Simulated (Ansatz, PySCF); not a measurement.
Another site gives an ion 0.80 eV lower (`[O-][SiH3]`) at the level frozen-core CCSD(T)/aug-cc-pVTZ // CAM-B3LYP-D3(BJ)/def2-TZVPD (Ansatz, an electronic-structure program).

Delta-SCF ions had no search for a lower state. 

Cartesian coordinates (Å):
SMILES: [SiH2-]O
```xyz
5

O      1.0267    -0.5758    -0.3794
Si    -0.7105    -0.3418    -0.4320
H      1.4532     0.0160     0.2425
H     -0.7581     1.2091    -0.5237
H     -1.0113    -0.3075     1.0926
```
Charge -1, spin multiplicity 1.

Task: Predict the vertical detachment energy (Delta-SCF), HOMO and total energy from CAM-B3LYP-D3(BJ)/def2-TZVPD (PySCF).

Result: 
```json
{
 "vertical detachment energy (Delta-SCF)": "1.82 eV",
 "HOMO": "-0.92 eV",
 "total_energy": "-366.5703 Ha"
}
```
